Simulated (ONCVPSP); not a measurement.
cobalt (Co) ONCV: all-electron and pseudo phase curves

ONCVPSP 4.0.1 input, shortened (lines: element, Z, core and valence counts, functional; n l f; lmax; l rc ep ncon nbas qcut; lloc lpopt rc5 dvloc0; l nproj debl; icmod fcfact rcfact), PBEsol, scalar-relativistic:

```
  Co 27.00    3    4  -116133      upf
    1    0    2.00
    2    0    2.00
    2    1    6.00
    3    0    2.00
    3    1    6.00
    3    2    7.00
    4    0    1.50
    3
    0    1.35    0.00    4    9   11.10
    1    1.10    0.00    4    8   14.30
    2    1.00    0.00    4    9   13.00
    3    1.15    0.05    3    7   10.40
    4    5    0.65    2.00
    0    3    3.30
    1    1    2.00
    2    2    2.30
    3    3    1.70
    3    5.75    1.30
```

The phase is arctan(r·R′/R) of the radial function R(r), unwrapped; energies in Ha, scanned from -5 to 5 Ha. A pole is an energy at which the radial function vanishes at the test radius. The pseudo phase is shifted by a multiple of π to meet the all-electron one at the reference energy, and phase errors are pseudo minus all-electron; the curves can meet again beyond the range given. Levels narrower than the energy grid can be missing from the lists of poles.

Problem. For each channel, where are the poles, and over which energies does the pseudopotential scatter like the atom?

Solution.

```csv
channel,radius (bohr),reference energy (Ha),"poles, all-electron","poles, pseudo",unbroken range about the reference energy with phases within 0.05 rad,phase error 1 Ha above the reference energy (rad)
s,1.37,-0.33,-3.44,-3.44,the whole range,+0.000
p,1.12,-2.56,-0.81,-0.82,below 3.0,-0.001
d,1.01,-0.46,2.02,2.02,the whole range,+0.000
f,1.16,0.05,none,none,the whole range,-0.000
```

Phases in the s channel:

```csv
E (Ha),all-electron,pseudo
-4.96,0.758,0.758
-4.72,0.434,0.434
-4.48,-0.195,-0.194
-4.24,-0.873,-0.873
-4.00,-1.244,-1.244
-3.76,-1.432,-1.432
-3.52,-1.542,-1.542
-3.28,-1.616,-1.616
-3.04,-1.671,-1.671
-2.80,-1.714,-1.714
-2.56,-1.752,-1.752
-2.32,-1.787,-1.787
-2.08,-1.820,-1.820
-1.84,-1.852,-1.852
-1.60,-1.886,-1.886
-1.36,-1.921,-1.921
-1.12,-1.960,-1.960
-0.88,-2.004,-2.004
-0.64,-2.054,-2.054
-0.40,-2.112,-2.112
-0.16,-2.182,-2.182
0.08,-2.268,-2.268
0.32,-2.375,-2.375
0.56,-2.509,-2.509
0.80,-2.677,-2.677
1.04,-2.882,-2.882
1.28,-3.116,-3.116
1.52,-3.359,-3.359
1.76,-3.585,-3.585
2.00,-3.777,-3.777
2.24,-3.933,-3.933
2.48,-4.056,-4.056
2.72,-4.154,-4.153
2.96,-4.231,-4.231
3.20,-4.295,-4.295
3.44,-4.347,-4.347
3.68,-4.390,-4.390
3.92,-4.427,-4.427
4.16,-4.459,-4.459
4.40,-4.486,-4.486
4.64,-4.511,-4.511
4.88,-4.532,-4.532
```
